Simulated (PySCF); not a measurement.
Compound: C3H9BO3Si.
InChI=1S/C3H9BO3Si/c5-4(6)3-1-7-8-2-3/h3,5-6H,1-2,8H2/t3-/m0/s1

A linear-response calculation (PySCF, def2-SVPD basis, gas phase, vertical, core orbitals frozen in the response) gave these numbers; the functional is withheld.

Orbital energies (eV): HOMO-3 -11.05, HOMO-2 -10.56, HOMO-1 -10.03, HOMO -9.47, LUMO 1.04, LUMO+1 2.21, LUMO+2 2.47.

| state | E (eV) | f | main configurations (H = HOMO, L = LUMO) |
| --- | --- | --- | --- |
| S1 | 7.11 | 0.0053 | H→L+1 (68%), H→L+2 (12%), H→L+4 (10%) |
| S2 | 7.49 | 0.017 | H→L (48%), H→L+2 (22%), H→L+1 (9%) |
| S3 | 7.70 | 0.111 | H-1→L+1 (37%), H-1→L (33%), H-1→L+2 (10%) |
| S4 | 7.76 | 0.025 | H-1→L+1 (46%), H-1→L (36%) |
| S5 | 8.01 | 0.0036 | H→L+4 (32%), H→L (24%), H→L+2 (12%) |
| S6 | 8.07 | 0.0004 | H-4→L (81%) |

Triplets, Tamm–Dancoff:

| state | E (eV) | λ (nm) | main configurations (H = HOMO, L = LUMO) |
| --- | --- | --- | --- |
| T1 | 6.84 | 181.1 | H→L+1 (69%), H→L+4 (10%) |
| T2 | 7.21 | 172.0 | H-1→L+1 (74%) |
| T3 | 7.40 | 167.6 | H→L (43%), H→L+2 (27%), H-1→L (9%) |
| T4 | 7.64 | 162.4 | H-1→L (60%), H→L+2 (10%), H-1→L+2 (8%) |

Vertical ionisation energy by ΔSCF with the same functional: 9.72 eV. Mean static polarisability: 83.2 au.

Question: Name the functional.
A. PBE
B. PBE0
C. wB97X-D
D. HF

Answer: C. wB97X-D is range-separated, 22% exact exchange at short range and 100% at long range (ω = 0.2 bohr⁻¹). In this run −ε(HOMO) = 9.47 eV differs from the ΔSCF value by -0.25 eV, and S1 differs from the orbital gap of 10.52 eV by -3.41 eV. The ratio −ε(HOMO)/IP is 0.97. Usual ranges for neutral molecules in this basis: 0.89 to 0.99 with wB97X-D, 0.5 to 0.7 with PBE, 0.7 to 0.83 with PBE0; with Hartree–Fock the ratio is 1 or more (Koopmans' value less the relaxation energy is the ΔSCF value).

Computed with TDDFT wB97X-D/def2-SVPD, vertical, gas phase, core orbitals frozen in the response (PySCF). One conformer (not necessarily the lowest) at the PBE0-D3(BJ)/def2-SVP geometry, without solvent, vibrations or thermal averaging.

Without π bonds the low states are Rydberg-like; a valence basis with one diffuse set may place them up to an eV too high.
